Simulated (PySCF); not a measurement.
## Spinor energies of Pm²⁷⁺ (promethium, charge +27)

Start: [Ar] 3d10 4s2 4p4; 4p1/2 filled at m_j = -1/2, +1/2; 4p3/2 filled at m_j = +1/2, +3/2. Calculated with PySCF 2.14 in an even-tempered Gaussian basis (17 s from 2.3 bohr⁻², ratio 2.8; 13 p from 2.9 bohr⁻², ratio 2.8; 8 d from 5.2 bohr⁻², ratio 2.8; 4 f from 15 bohr⁻², ratio 3): generalised Hartree-Fock with the X2C-1e Hamiltonian and a Gaussian nucleus; one run each with spin-orbit coupling (SO) switched off, then screened by Boettger's factors.

```json
{"spinor shell": "1s1/2", "electrons": "2", "ε, spin-free (eV)": "-46327.9", "ε, screened SO (eV)": "-46319.4", "weight of nominal j (screened SO)": "1.000", "rms radius, screened SO (bohr)": "0.0264"}
{"spinor shell": "2s1/2", "electrons": "2", "ε, spin-free (eV)": "-8408.6", "ε, screened SO (eV)": "-8405.4", "weight of nominal j (screened SO)": "1.000", "rms radius, screened SO (bohr)": "0.107"}
{"spinor shell": "2p1/2", "electrons": "2", "ε, spin-free (eV)": "-7602.1", "ε, screened SO (eV)": "-7996.0", "weight of nominal j (screened SO)": "1.000", "rms radius, screened SO (bohr)": "0.0918"}
{"spinor shell": "3s1/2", "electrons": "2", "ε, spin-free (eV)": "-2552.9", "ε, screened SO (eV)": "-2551.3", "weight of nominal j (screened SO)": "1.000", "rms radius, screened SO (bohr)": "0.274"}
{"spinor shell": "3p1/2", "electrons": "2", "ε, spin-free (eV)": "-2292.9", "ε, screened SO (eV)": "-2376.2", "weight of nominal j (screened SO)": "1.000", "rms radius, screened SO (bohr)": "0.265"}
{"spinor shell": "3p3/2", "electrons": "4", "ε, spin-free (eV)": "-2292.9", "ε, screened SO (eV)": "-2254.9", "weight of nominal j (screened SO)": "1.000", "rms radius, screened SO (bohr)": "0.278"}
{"spinor shell": "3d3/2", "electrons": "4", "ε, spin-free (eV)": "-1942.3", "ε, screened SO (eV)": "-1956.8", "weight of nominal j (screened SO)": "0.999", "rms radius, screened SO (bohr)": "0.249"}
{"spinor shell": "3d5/2", "electrons": "6", "ε, spin-free (eV)": "-1942.3", "ε, screened SO (eV)": "-1930.5", "weight of nominal j (screened SO)": "1.000", "rms radius, screened SO (bohr)": "0.252"}
{"spinor shell": "4s1/2", "electrons": "2", "ε, spin-free (eV)": "-1100.1", "ε, screened SO (eV)": "-1099.5", "weight of nominal j (screened SO)": "1.000", "rms radius, screened SO (bohr)": "0.586"}
{"spinor shell": "4p1/2", "electrons": "2", "ε, spin-free (eV)": "-1006.8", "ε, screened SO (eV)": "-1028.4", "weight of nominal j (screened SO)": "0.993", "rms radius, screened SO (bohr)": "0.591"}
{"spinor shell": "4p3/2", "electrons": "2", "ε, spin-free (eV)": "-1006.8", "ε, screened SO (eV)": "-996.23", "weight of nominal j (screened SO)": "0.996", "rms radius, screened SO (bohr)": "0.614"}
```

Task: Where does 2p3/2 lie, and what is the 2p spin-orbit splitting (screened SO)?

Result: At -7429.4 eV, 566.62 eV above 2p1/2.

```tsv
quantity	spin-free	screened SO
E (hartree)	-9656.95636	-9663.04835
M_J	2	2
⟨J²⟩	6.002	6.006
⟨L²⟩	2.001	3.121
⟨S²⟩	2.000	1.483
```

Each row is a mean over spinors that exchange with the open shell spreads, by up to 14.020 eV (4s1/2).

Breit and QED terms are absent; they matter most for the inner s and p1/2 levels.

Densities and radii are taken from the X2C orbitals without a picture-change correction, which distorts them close to the nucleus.

Without spin-orbit coupling the j labels of p, d and f shells carry no meaning; the spin-free column gives the mean over the occupied spinors of each nl shell.
